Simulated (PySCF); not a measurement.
One of the candidates below gave these computed data.

All candidates are C7H6N2Se.

| technique | computed result |
| --- | --- |
| Polarisability | 130.2 au [wB97X-D/def2-SVPD] |
| UV, first state | lowest singlet excitation: 4.56 eV (272 nm, f = 0.681) [TDDFT wB97X-D/def2-SVPD] |
| Rotational structure | rotational constants A, B, C: 2.858, 0.424, 0.370 GHz [PBE0-D3(BJ)/def2-SVP] |
| Dipole | 4.38 D [wB97X-D/def2-SVPD] |

The electronic properties come from PySCF, for the isolated species, density fitting. Levels stand in brackets. Geometry: PBE0-D3(BJ)/def2-SVP, one conformer, isolated molecule. The calculation is non-relativistic and has no spin–orbit coupling, an omission that weighs most on selenium.

Question: Which candidate is it?
A. `N#CC1(c2cn[se]c2)CC1`
B. `c1ccn(-c2ncc[se]2)c1`
C. `C#Cc1n[se]nc1C1CC1`
D. `Cc1[se]ncc1/C=C/C#N`
E. `N#CC1=C[Se]C[C@@H](C#N)C1`

Answer: D. It is `Cc1[se]ncc1/C=C/C#N`. Numbering: `[CH3:1][c:2]1[se:3][n:4][cH:5][c:6]1/[CH:7]=[CH:8]/[C:9]#[N:10]`. S1 is mainly HOMO→LUMO (weight 0.94); the largest Löwdin shares of the orbital it empties are 0.21 on the selenium bonded to C and N, 0.16 on an alkene CH carbon, 0.15 on a substituted aromatic carbon and 0.09 on an alkene CH carbon, of the orbital it fills 0.19 on a substituted aromatic carbon, 0.18 on an alkene CH carbon, 0.17 on an alkene CH carbon and 0.12 on the selenium bonded to C and N. The optimised geometry has point group Cs and is an asymmetric top.

The others, at the same levels:
- `C#Cc1n[se]nc1C1CC1` fails: its computed lowest singlet excitation is 4.39 eV (282 nm, f = 0.252) (against 4.56 eV), static isotropic polarisability is 120.5 au (against 130.2 au) and rotational constant A is 1.294 GHz (against 2.858 GHz).
- `N#CC1(c2cn[se]c2)CC1` fails: its computed lowest singlet excitation is 5.02 eV (247 nm, f = 0.146) (against 4.56 eV), static isotropic polarisability is 111.6 au (against 130.2 au) and rotational constant A is 2.171 GHz (against 2.858 GHz).
- `N#CC1=C[Se]C[C@@H](C#N)C1` fails: its computed lowest singlet excitation is 4.73 eV (262 nm, f = 0.183) (against 4.56 eV), static isotropic polarisability is 117.0 au (against 130.2 au) and rotational constant A is 0.949 GHz (against 2.858 GHz).
- `c1ccn(-c2ncc[se]2)c1` fails: its computed static isotropic polarisability is 121.0 au (against 130.2 au), rotational constant A is 2.465 GHz (against 2.858 GHz) and smallest rotational constant is 0.536 GHz (against 0.370 GHz).

Each candidate is one conformer, not necessarily the lowest. Dipoles, sizes and rotational constants follow the conformer. The torsions of the flexible species, by atom-mapped SMILES:
- `[CH3:1][c:2]1[se:3][n:4][cH:5][c:6]1/[CH:7]=[CH:8]/[C:9]#[N:10]`: C5–C6–C7–C8 0°
- `[CH:1]#[C:2][c:3]1[n:4][se:5][n:6][c:7]1[CH:8]1[CH2:9][CH2:10]1`: N6–C7–C8–C9 -36°
- `[N:1]#[C:2][C:3]1([c:4]2[cH:5][n:6][se:7][cH:8]2)[CH2:9][CH2:10]1`: C2–C3–C4–C5 -179°
- `[cH:1]1[cH:2][cH:3][n:4](-[c:5]2[n:6][cH:7][cH:8][se:9]2)[cH:10]1`: C3–N4–C5–N6 -1°

The conformers of `N#CC1=C[Se]C[C@@H](C#N)C1` aren't listed.
